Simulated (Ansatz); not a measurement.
Two isomers of C2H8SiSn: A = `[SnH3][CH]1C[SiH2]1`, B = `C[SiH]1[CH2][SnH2]1`.

Computed with Ansatz on PBE0-D4/def2-TZVP structures; ΔE is electronic, products minus reactants. CBS: MP2 limit from def2 TZ/QZ plus the TZ coupled-cluster correction, frozen cores. DFT in def2-TZVPP. def2 core potentials past Kr. For Sn outer-core shells are correlated without core-valence functions, which leaves a few kJ/mol of doubt a bond.

A:

```xyz
12

Sn   -0.267   -1.371   -1.283
C     0.290   -0.336    0.485
C     0.966    1.053    0.369
Si   -0.705    1.068    1.151
H    -1.385   -2.610   -0.918
H     1.105   -2.052   -2.048
H    -0.985   -0.238   -2.344
H     0.736   -0.994    1.227
H     1.842    1.212    0.991
H     1.089    1.465   -0.628
H    -1.870    1.558    0.384
H    -0.815    1.245    2.615
```

B:

```xyz
12

C     1.906    0.661    0.178
Si    0.482   -0.530    0.352
C    -1.200    0.125    0.778
Sn   -1.341   -0.655   -1.320
H     2.730    0.207   -0.376
H     1.590    1.562   -0.351
H     2.272    0.953    1.166
H     0.862   -1.806    1.011
H    -1.323    1.204    0.852
H    -1.795   -0.404    1.518
H    -1.728    0.617   -2.382
H    -2.457   -1.932   -1.425
```

Which is lower in electronic energy at CCSD(T)/CBS, and by how much? (An estimate is asked.)

Computed: B, by 84.9 kJ/mol.

Give E(B) − E(A) in kJ/mol with HF/def2-TZVPP, MP2/def2-TZVPP, B2PLYP, r2SCAN-D4, CCSD(T)/def2-TZVPP, CCSD/def2-TZVPP, PBE-D4. (Estimate.)

The calculation gave: HF/def2-TZVPP -67.9, MP2/def2-TZVPP -79.7, B2PLYP -83.4, r2SCAN-D4 -88.6, CCSD(T)/def2-TZVPP -77.0, CCSD/def2-TZVPP -75.0, PBE-D4 -90.1. None reverses the order clearly.

Largest T1 diagnostic: 0.013.

From PBE to PBE0 (25 % exact exchange), in def2-TZVPP and without D4, E(B) − E(A) moves by +3.6 kJ/mol. In def2-TZVPP, CCSD(T) changes the Hartree–Fock value by −9.1 kJ/mol (the triples alone add −2.0 kJ/mol) and MP2 by −11.7 kJ/mol.
